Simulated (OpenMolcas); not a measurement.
An OpenMolcas run meant for Eu4+ (ANO-RCC-VQZP, X2C; inactive shells 1s 2s 2p 3s 3p 3d 4s 4p 4d 5s 5p; intended active space 5 electrons in 7 orbitals (4f)). One step of its input:

```
&CASPT2
Multistate=18 1 2 3 4 5 6 7 8 9 10 11 12 13 14 15 16 17 18
Frozen=14 9
IPEA=0.25
Imaginary=0.1
MaxIter=60
WThr=0.0 0.3 0.05
PrWF=0.5
NoMix
Deleted=29 33
```

The run finished. Its levels beside those of a sound run (SS-CASPT2, IPEA 0.25 Eh, imaginary shift 0.1 Eh (closed shells correlated: 5s 5p)), in cm-1 above each run's lowest level:

```json
{"Level": "4f5 6H* 5/2", "This run": "0.0", "Usual run": "0.0"}
{"Level": "4f5 6H* 7/2", "This run": "1077", "Usual run": "1077"}
{"Level": "4f5 6H* 9/2", "This run": "2412", "Usual run": "2409"}
{"Level": "4f5 6H* 11/2", "This run": "3966", "Usual run": "3952"}
{"Level": "4f5 6H* 13/2", "This run": "5688", "Usual run": "5654"}
{"Level": "4f5 6H* 15/2", "This run": "7526", "Usual run": "7458"}
{"Level": "4f5 6F* 1/2", "This run": "8477", "Usual run": "7612"}
{"Level": "4f5 6F* 3/2", "This run": "8938", "Usual run": "8073"}
{"Level": "4f5 6F* 5/2", "This run": "9708", "Usual run": "8843"}
{"Level": "4f5 6F* 7/2", "This run": "10785", "Usual run": "9920"}
{"Level": "4f5 6F* 9/2", "This run": "12170", "Usual run": "11305"}
{"Level": "4f5 6F* 11/2", "This run": "13863", "Usual run": "12998"}
```

Question: Which setting is unsound, and how much does it matter here?

Answer: Nearly half of the orbitals are deleted from the virtual space, which removes much of the correlation energy. Against the sound run the excited levels shown move by 480 cm-1 on average and by 860 cm-1 at most.

CASPT2 does not keep the components of a term degenerate, so their means are used; among the terms shown or strongly mixed into the levels shown the widest spread is 490 cm-1 (4f5 6H*, this run). High states are left out of the spin-orbit mixing, which shifts the levels that they would mix with. Only configurations of the active space appear.

* marks odd parity.
